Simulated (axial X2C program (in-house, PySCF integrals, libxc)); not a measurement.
**TaH: bond constants with and without spin–orbit coupling**

Calculated with an in-house relativistic program for diatomic molecules. Spin-free means the one-electron spin-free X2C Hamiltonian; two-component (2c) means X2C with spin–orbit coupling and atomic mean-field two-electron Coulomb and Gaunt terms, so the difference of the two also holds small scalar two-electron terms. Basis: Ta dyall-cv3z [13s14p9d7f4g], H dyall-v3z [6s2p1d] (cores contracted in-house); Gaussian nuclei, density fitting, unrestricted open shells. Masses: Ta 180.948 u, H 1.008 u.

The run was started with this input:
```json
{
 "zs": [
  73,
  1
 ],
 "q": 0,
 "bas": [
  "dyall-cv3z",
  "dyall-v3z"
 ],
 "levels": [
  "PBE0",
  "HF",
  "BLYP"
 ],
 "cc": true,
 "r0": 1.78,
 "thr": -2.0,
 "nmax": 110,
 "npts": 10,
 "nst": 2,
 "ntry": 8
}
```
```bash
python so2c.py task.json out
```

Keys: zs atomic numbers; q charge; bas basis sets; levels methods; cc coupled cluster on or off; r0 starting distance in Å; thr threshold in hartree for freezing inner shells (an s shell follows its p shell); nmax most natural virtual spinors; npts points on the curve; nst determinants followed; ntry starts of the search. HF also brings MP2.

State, spin-free: M_S = 2, Λ = 2 (beyond evenly filled blocks: σα, π+α, π-α, δ+α); electrons by block: σα: 14, σβ: 13, π+α: 8, π+β: 7, π-α: 8, π-β: 7, δ+α: 4, δ+β: 3, δ-α: 3, δ-β: 3, φ+α: 1, φ+β: 1, φ-α: 1, φ-β: 1. Fragments: Ta + H.

State, 2c: Ω = 1 (⟨Sz⟩ = 1.98, ⟨Lz⟩ = -0.98 at PBE0); electrons by block: 1/2: 21, -1/2: 21, 3/2: 10, -3/2: 11, 5/2: 5, -5/2: 4, 7/2: 1, -7/2: 1. Fragments: Ta + H.

| Hamiltonian | level | Re (Å) | ωe (cm⁻¹) | ωexe (cm⁻¹) | Be (cm⁻¹) | αe (cm⁻¹) | De (eV) | k (mdyn/Å) | μ (D) |
| --- | --- | --- | --- | --- | --- | --- | --- | --- | --- |
| spin-free | PBE0 | 1.763 | 1793.3 | 25.8 | 5.414 | 0.127 | 2.72 | 1.9 | -1.90 |
| spin-free | HF | 1.826 | 1687.8 | 22.4 | 5.046 | 0.112 | 2.18 | 1.68 | -1.87 |
| spin-free | MP2 | 1.760 | 1824.1 | 24.9 | 5.431 | 0.121 | 2.20 | 1.96 | n/a |
| spin-free | CCSD | 1.781 | 1768.8 | 29.9 | 5.305 | 0.133 | 2.36 | 1.85 | n/a |
| spin-free | CCSD(T) | 1.777 | 1773.1 | 32.4 | 5.324 | 0.138 | 2.28 | 1.86 | n/a |
| spin-free | BLYP | 1.776 | 1731.2 | 28.8 | 5.335 | 0.138 | 2.42 | 1.77 | -1.70 |
| 2c | PBE0 | 1.772 | 1802.5 | 24.7 | 5.358 | 0.121 | n/a | 1.92 | -2.10 |
| 2c | HF | 1.820 | 1739.6 | 21.9 | 5.08 | 0.106 | n/a | 1.79 | -2.35 |
| 2c | MP2 | 1.771 | 1835.1 | 23.4 | 5.36 | 0.113 | n/a | 1.99 | n/a |
| 2c | CCSD | 1.791 | 1771.6 | 18.3 | 5.244 | 0.118 | n/a | 1.85 | n/a |
| 2c | CCSD(T) | 1.791 | 1763.9 | 18 | 5.245 | 0.12 | 1.92 | 1.84 | n/a |
| 2c | BLYP | 1.781 | 1745.8 | 27.5 | 5.305 | 0.13 | n/a | 1.8 | -1.84 |

Correlated methods: 14 electrons correlated (number of frozen shells: Ta 4 s, 3 p, 2 d, 1 f; H none), 248 virtual spin orbitals or spinors in MP2, 110 natural virtuals in coupled cluster.

Dipoles are positive if H is the positive end.

The state is one determinant whose occupation by symmetry is held fixed; it was picked as the lowest of a PBE0 search that is not exhaustive. De is counted from the lowest determinant-based energies of the atoms at the same level, without counterpoise correction. De is not given where an atomic determinant may have missed its ground term or J level, or where the truncated virtual space spoils (T). Density functionals use the spin component along the axis (collinear). Coupled cluster ran in a truncated set of natural virtual spinors; the MP2 energy of the rest was added. (T) has no such correction and the atoms are truncated less, which lowers De at CCSD(T) by a hundredth of an eV or more. PBE0 can misorder states that lie within some tenths of an eV, so this need not be the ground state of the molecule. The nearest other spin-free determinant of the search, M_S = 2, Λ = 1, lies 0.03 eV up at the distance of the search. The functionals have no current-density term, which raises determinants with orbital currents, atoms included. With several unpaired electrons one determinant need not be a pure state. Open-shell Ω = 0 determinants with evenly filled partner blocks cannot be reached by this program, so the Ω shown need not be the lowest component. At some level and bond length an empty orbital lies below a filled one.

The spin-free and the 2c determinant differ in configuration, so the two halves of the table describe two states.

Rough cost a point (2c) on 1 thread(s) of a shared host, integrals apart: PBE0 0.8 s, HF 0.8 s, CCSD(T) 21 s, BLYP 0.4 s.

The whole task took 8.8 min on 1 thread of Arm Neoverse V2 (shared host).
